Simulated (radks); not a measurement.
Numerical settings for the thallium ion Tl2+, [Xe] 4f14 5d10 6s1. Calculated with a radial shooting solver on a logarithmic mesh with Libxc functionals: scalar-relativistic Kohn-Sham, PBE, spin-polarised, spherical densities, point nucleus; open shells are filled with parallel spins first (spin-orbit coupling, left out, can overturn this in heavy ions). The defaults (mesh step 0.008 in ln r, mesh end at 40 bohr or more with all orbitals vanishing there, Anderson mixing 0.5 over 9 steps, residual threshold near 1e-9 with the energy settled to 1e-9 hartree or 1e-11 of itself, here a cap of 78 iterations) give E = -20245.001 hartree and 6s at -25.804 eV in 15 iterations. Run on one thread of a shared host, so times are rough (Arm Neoverse N1): 0.42 s of CPU time, 0.42 s wall, 15 iterations on 2587 mesh points. Changes against that run (0 stands for a change within the tolerance of the run):

| setting | iterations | converged | E (mhartree) | e(6s) (meV) | CPU (s) |
|---|---|---|---|---|---|
| mesh step in ln r 0.12 | 4 | no | diverged | - | 0.02 |
| mesh step in ln r 0.05 | 15 | yes | +0.132 | +0.0321 | 0.1 |
| mesh step in ln r 0.005 | 15 | yes | 0 | 0 | 0.65 |
| mesh end (bohr) 20 | 15 | yes | 0 | 0 | 0.41 |
| mesh end (bohr) 400 | 15 | yes | 0 | 0 | 0.42 |
| residual threshold 0.001 | 11 | yes | 0 | -0.0371 | 0.34 |
| residual threshold 1e-13 | 21 | yes | 0 | 0 | 0.49 |
| mixing 0.2 | 17 | yes | 0 | 0 | 0.47 |
| linear mixing, mixing 0.5 | 30 | yes | 0 | 0 | 0.66 |
| linear mixing, mixing 0.8 | 78 | no | +0.0658 | +3.13 | 2.2 |
| mixing history 20 | 22 | yes | 0 | 0 | 0.55 |
| iteration cap 8 | 8 | no | +0.00482 | +3.98 | 0.24 |

No run marked as converged misses the energy by more than 1 mhartree. A mesh that ends early acts as a hard wall.
